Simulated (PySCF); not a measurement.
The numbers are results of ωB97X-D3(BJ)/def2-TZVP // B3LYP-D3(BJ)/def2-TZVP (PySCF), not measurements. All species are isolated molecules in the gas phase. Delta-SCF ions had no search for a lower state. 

Reference species (SMILES): `[CH3][Al]([CH3])[CH3]` (neutral, multiplicity 1).

The S1 oscillator strength comes out as 0.000. The vertical ionisation energy (Delta-SCF) comes out as 9.88 eV and the HOMO comes out as -10.00 eV.

Changed species: `[CH3][Al]([Br])[Br]` (1 of 3 Br replaced by CH3; the reference has 3 of 3 Br replaced by CH3).

Q: Give the shifts of the S1 oscillator strength, vertical ionisation energy (Delta-SCF) and HOMO.

A: the S1 oscillator strength hardly moves; the vertical ionisation energy (Delta-SCF) increases by 1.03 eV, to 10.91 eV; the HOMO decreases by 0.83 eV, to -10.83 eV.
